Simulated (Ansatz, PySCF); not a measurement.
Series B-XY, Y = fluoro, computed as singlets and as triplets. All species are isolated molecules in the gas phase. One relaxed conformer stands for each flexible species; it need not be the lowest. Strings in code marks are SMILES.

Quantity: adiabatic spin-state energy, in eV. HF references are unrestricted for open shells and restricted for singlets. The restricted reference of `F[B-]F`, `F[B-]Cl`, `O[B-]F`, `N[B-]F`, `F[B-]S`, `F[B-][AlH2]` and `[BH-]F` is unstable towards unrestricted orbitals.

Level 1: frozen-core CCSD(T)/aug-cc-pVTZ // B3LYP-D3(BJ)/def2-TZVPD (Ansatz, a first-principles code)
Level 2: B3LYP-D3(BJ)/def2-TZVPD (PySCF)
Level 3: HSE06/aug-cc-pVTZ // B3LYP-D3(BJ)/def2-TZVPD (Ansatz)
Level 4: LDA/aug-cc-pVTZ // B3LYP-D3(BJ)/def2-TZVPD (Ansatz)

```json
[
 {"species": "`F[B-]S`: multiplicity 3 minus multiplicity 1", "level 1": "1.42", "level 2": "1.24", "level 3": "1.04", "level 4": "1.12"},
 {"species": "`O[B-]F`: multiplicity 3 minus multiplicity 1", "level 1": "1.46", "level 2": "1.68", "level 3": "1.13", "level 4": "1.42"},
 {"species": "`N[B-]F`: multiplicity 3 minus multiplicity 1", "level 1": "0.93", "level 2": "1.39", "level 3": "0.61", "level 4": "0.96"},
 {"species": "`B[B-]F`: multiplicity 3 minus multiplicity 1", "level 1": "0.62", "level 2": "0.53", "level 3": "0.48", "level 4": "0.82"},
 {"species": "`F[B-]Cl`: multiplicity 3 minus multiplicity 1", "level 1": "1.79", "level 2": "1.75", "level 3": "1.42", "level 4": "1.53"},
 {"species": "`F[B-][AlH2]`: multiplicity 3 minus multiplicity 1", "level 1": "0.315", "level 2": "0.165", "level 3": "0.044", "level 4": "0.310"},
 {"species": "`F[B-]F`: multiplicity 3 minus multiplicity 1", "level 1": "2.03", "level 2": "2.18", "level 3": "1.58", "level 4": "1.77"},
 {"species": "`[BH-]F`: multiplicity 3 minus multiplicity 1", "level 1": "0.67", "level 2": "0.74", "level 3": "0.329", "level 4": "0.47"}
]
```
